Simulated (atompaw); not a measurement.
## Pseudopotential generation for Sc: PAW (atompaw), PBE, scalar-relativistic.

| Quantity | Value |
| --- | --- |
| Element | Sc (Z = 21) |
| Generator | atompaw 4.2.0.5 |
| Type | PAW |
| Functional | PBE |
| Relativity | scalar-relativistic |
| Frozen core | [Ne] |
| Valence charge | 11 |
| Reference configuration | 3s2 3p6 3d0 4s0 4p0 (charge +3) |
| Partial waves | 3s (bound): rc 1.45 bohr; 4s (bound, empty): rc 2.85 bohr; 3p (bound): rc 1.75 bohr; 4p (bound, empty): rc 1.80 bohr; 3d (bound, empty): rc 2.85 bohr; 3d channel at -2.19 Ry: rc 2.85 bohr |
| Local potential | bessel scheme, radius 2.60 bohr |
| Core correction | smooth core density matched at 1.90 bohr |
| Augmentation charge | besselshape compensation charge, radius 2.30 bohr; PAW radius 2.85 bohr; waves and projectors: custom rrkj gramschmidtortho |

All-electron outer shells of the reference configuration (PBE, scalar-relativistic, ld1.x):

```json
{"shell": "2p", "level (eV)": "-421.41", "outermost node (bohr)": "–", "outermost maximum (bohr)": "0.23"}
{"shell": "3s", "level (eV)": "-86.43", "outermost node (bohr)": "0.42", "outermost maximum (bohr)": "0.92"}
{"shell": "3p", "level (eV)": "-64.60", "outermost node (bohr)": "0.39", "outermost maximum (bohr)": "0.96"}
{"shell": "3d", "level (eV)": "-32.30", "outermost node (bohr)": "–", "outermost maximum (bohr)": "1.01"}
{"shell": "4s", "level (eV)": "-24.93", "outermost node (bohr)": "1.27", "outermost maximum (bohr)": "2.50"}
{"shell": "4p", "level (eV)": "-19.72", "outermost node (bohr)": "1.38", "outermost maximum (bohr)": "2.80"}
```

Task: Does the generator finish with these settings?

Result: Yes, a potential is produced.

Task: Estimate the cutoffs (Ry, on a coarse ladder) from which the occupation-weighted sum of valence levels, in a spherical-Bessel basis at the reference potential, stays within 10 and 1 mRy of its value at 400 Ry.

Result: 30 Ry and 45 Ry.

Task: Does the potential have ghost states?

Result: No extra level below or beside the all-electron valence levels (s, p, d, f tested).

Task: Is the overlap operator S = 1 + Σ q|β⟩⟨β| positive definite (Bessel basis up to 400 Ry)?

Result: Yes: its lowest eigenvalue is 0.15 (p channel).
